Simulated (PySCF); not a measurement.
**Which determinant of SnP lies lowest?**

Unrestricted PBE0; PySCF, scalar-relativistic core potentials, basis sets Sn cc-pVDZ-PP with ECP28, P cc-pV(D+d)Z. Outer shells of the fragments: Sn 4d10 5s2 5p2; P 3s2 3p3.

Followed along the bond (rough minima from three points):

```csv
2Ms+1,unpaired,⟨S²⟩ at the start,R at minimum (Å),Te (eV)
2,π ↑,0.78,2.36,0.00
2,σ ↑,0.86,2.25,0.31
4,π ↑↑↑,3.76,none in the scan,≤ 1.17
6,"σ ↑, π ↑↑↑↑",8.75,none in the scan,≤ 2.69
```

Solutions found at the starting distance of 2.415 Å, counted from the lowest of them; the search is not exhaustive and high or unbound solutions are not listed, so other states can lie among these:

| 2Ms+1 | unpaired | term | E (eV) | ⟨S²⟩ | ⟨Lz²⟩ | μ (D) |
| --- | --- | --- | --- | --- | --- | --- |
| 2 | π ↑ | ²Π | 0.00 | 0.78 | 1.01 | -2.31 |
| 2 | σ ↑ | ²Σ⁺ | 0.51 | 0.86 | 0.00 | -2.72 |
| 4 | π ↑↑↑ | ⁴Π | 1.39 | 3.76 | 1.00 | -0.44 |
| 4 | σ ↑, π ↑↑ | mixed | 1.71 | 3.76 | 2.01 | -1.42 |
| 2 | π ↑↑↓ | mixed | 1.76 | 1.76 | 3.02 | -0.43 |
| 2 | σ ↓, π ↑↑ | mixed | 2.13 | 1.77 | 2.01 | -1.39 |
| 4 | σ ↑, π ↑↑ | mixed | 2.14 | 3.76 | 2.01 | -1.73 |
| 2 | σ ↓, π ↑↑ | mixed | 2.57 | 1.77 | 2.01 | -1.74 |
| 6 | σ ↑, π ↑↑↑↑ | ⁶Σ⁺ | 3.08 | 8.75 | 0.00 | 1.38 |
| 2 | π ↑ | mixed | 3.09 | 0.75 | 3.01 | -0.31 |

A term symbol is given only where ⟨S²⟩ and ⟨Lz²⟩ are close to those of a pure state; real π, δ and φ orbitals otherwise mix terms. A positive dipole means Sn(−)P(+).

Question: Compare the gap between the two lowest followed solutions at the starting distance with the gap between their minima.

Answer: At PBE0 the second solution (doublet, unpaired electrons σ ↑) lies +0.51 eV from the first (doublet, unpaired electrons π ↑) at 2.415 Å and +0.31 eV at the minima; the two curves relax by different amounts, since their minima lie near 2.25 and 2.36 Å.

Spin–orbit coupling is left out. Counting both spins, an empty level lies below a filled one in some of these solutions, because spin and occupation are held.
